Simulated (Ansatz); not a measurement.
System: sum formula SiClF, charge 1, multiplicity 2. 
Coordinates optimised at B3LYP-D3(BJ)/def2-TZVP (Ansatz, an electronic-structure program):
```xyz
3

Si     0.2834     0.3047     0.5905
F      1.0321     1.4435    -0.1456
Cl    -0.7798    -1.0152    -0.4092
```
Charge +1, spin multiplicity 2.

Parts of the frozen-core correlation energy in cc-pVTZ (Ansatz, hartree). Frozen orbitals: 11; correlated occupied orbitals by spin: 9 and 8; virtual: 78 and 79. Open shells are spin-unrestricted. Spin-orbit coupling is left out. No relativistic terms.

```tsv
term	value
reference (HF)	-847.69270
MP2 opposite-spin	-0.37361
MP2 same-spin	…
CCSD correlation	…
(T)	…
T1 diagnostic	0.018
largest doubles amplitude	0.031
<S^2> of the reference	0.759
```

**Question.** Complete the blanks.

**Answer.** 
- MP2 same-spin, value: -0.13205
- CCSD correlation, value: -0.52372
- (T), value: -0.02065
